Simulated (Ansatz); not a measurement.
C2H6AlNO can be A, `[CH3][AlH][C](=N)O`, or B, `C[O][Al]1[CH2][NH]1`.

Program: Ansatz. Geometries: PBE0-D4/def2-TZVP. ΔE: electronic, gas phase. CCSD(T)/CBS is the MP2 limit (def2-TZVPP, def2-QZVPP) plus CCSD(T) − MP2 in def2-TZVPP, frozen cores. DFT in def2-TZVPP. B3LYP here is the variant with VWN-RPA as its local correlation; programs differ in this. Each species was taken in one conformer, which may not be the lowest.

Task: Which is lower in electronic energy at CCSD(T)/CBS, and by how much? (Best estimate.)

Result: Ansatz gave: B, by 18.1 kJ/mol.

Task: Give E(B) − E(A) in kJ/mol with r2SCAN-D4, PBE0-D4, HF/def2-TZVPP, MP2/def2-TZVPP, PBE-D4, B2PLYP, B3LYP-D4. (Estimate.)

Result: The calculation gave: r2SCAN-D4 -12.5, PBE0-D4 -11.4, HF/def2-TZVPP -7.8, MP2/def2-TZVPP -25.6, PBE-D4 -2.0, B2PLYP -16.1, B3LYP-D4 -9.1. None reverses the order clearly.

Largest T1 diagnostic: 0.014.

In def2-TZVPP, CCSD(T) changes the Hartree–Fock value by −6.7 kJ/mol (the triples alone add +4.0 kJ/mol) and MP2 by −17.8 kJ/mol. From PBE to PBE0 (25 % exact exchange), in def2-TZVPP and without D4, E(B) − E(A) moves by −9.3 kJ/mol.
